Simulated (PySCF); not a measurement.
C2H6BNO2, SMILES C=COB(N)O. Geometry: PBE0-D3(BJ)/def2-SVP. This is a generated structure with no PubChem entry under its InChIKey; it may be hypothetical. The values are those of a single conformer.

Level of theory: PySCF with PBE0-D3(BJ)/def2-SVP.

Harmonic wavenumbers (cm⁻¹): 85, 126, 198, 315, 391, 412, 422, 544, 573, 653, 729, 819, 866, 880, 984, 1011, 1015, 1261, 1339, 1412, 1436, 1459, 1599, 1727, 3178, 3191, 3293, 3648, 3759, 3958. Rotational constants (GHz): 7.245, 2.516, 1.993; symmetry number 1.

**Question.** Work out the zero-point energy and the ideal-gas rigid-rotor harmonic-oscillator thermochemistry at 298.15 K and 1 atm.

**Answer.** ZPE = ½ Σ hcν = ½ × 41279 cm⁻¹ = 246.90 kJ/mol. H − E(el) = 268.04 kJ/mol. Entropy in J/(mol K): translation 164.43, rotation 111.23, vibration 65.55, total 341.20. G − E(el) = 166.31 kJ/mol. Cp = 113.41 J/(mol K). Modes under 150 cm⁻¹ make the vibrational entropy uncertain.
